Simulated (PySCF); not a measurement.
pinacolborane (C₆H₁₃BO₂), singlet, geometry from GFN2-xTB. Base run: B3LYP/3-21G in PySCF.

Here is a job for PySCF.
```python
from pyscf import gto, scf, dft

mol = gto.Mole()
mol.atom = '''
    C    -1.77504489   -0.15419211    0.95810353
    C    -0.76840575   -0.13730342   -0.19880335
    C    -1.15823124   -1.21383039   -1.21017274
    O    -0.86942477    1.14841393   -0.81692468
    B     0.21679455    1.88224231   -0.47765229
    O     1.13781395    1.18178064    0.22559658
    C     0.73092190   -0.18813684    0.28138958
    C     0.93589637   -0.71651378    1.70003172
    C     1.64641146   -0.96262237   -0.67469209
    H    -2.76727097    0.03377745    0.55440757
    H    -1.54858855    0.63559343    1.66969349
    H    -1.77551462   -1.11521817    1.46352174
    H    -2.20548957   -1.08539787   -1.47234630
    H    -0.57277491   -1.13035295   -2.12003870
    H    -1.02218357   -2.20221407   -0.77984665
    H     0.34570089    3.00142624   -0.76166501
    H     0.43205319   -0.09141387    2.43008365
    H     1.99904572   -0.70697816    1.92719343
    H     0.56858196   -1.73602217    1.77924377
    H     1.55575249   -0.57339505   -1.68547743
    H     2.67628670   -0.82371634   -0.35394660
    H     1.41402789   -2.02326310   -0.66707659
'''
mol.basis = '3-21g'
mol.verbose = 4
mol.build()

mf = dft.RKS(mol)
mf.xc = 'b3lyp'
mf.kernel()
```

The job was repeated with other settings on one machine. Differences are taken from exact integrals (base: -409.624354 Eh). The cheapest run took around 13 core-seconds (rough).

```tsv
setting	fitting functions	cost, times the cheapest (rough)	difference in total energy (µEh)
auxbasis = even-tempered beta=3.0	385	1	-18654
auxbasis = def2-svp-ri	614	1	-18437
auxbasis = def2-universal-jfit	584	1	-160
auxbasis = cc-pvdz-jkfit	929	1	-387
auxbasis = def2-universal-jkfit	913	1	-289
auxbasis = default (with mf = mf.density_fit())	913	1	-289
auxbasis = cc-pvtz-jkfit	1101	1	-196
auxbasis = cc-pvqz-jkfit	1617	1	-105
base	-	1	reference
exchange = seminumerical (SGX) (with mf = sgx.sgx_fit(mf, auxbasis='def2-universal-jfit'); with mf.with_df.dfj = True)	584	8	-914
```

Errors of the fitted Coulomb and exchange terms can cancel in the total.

Times come from a shared machine, hold the start-up and are rough.
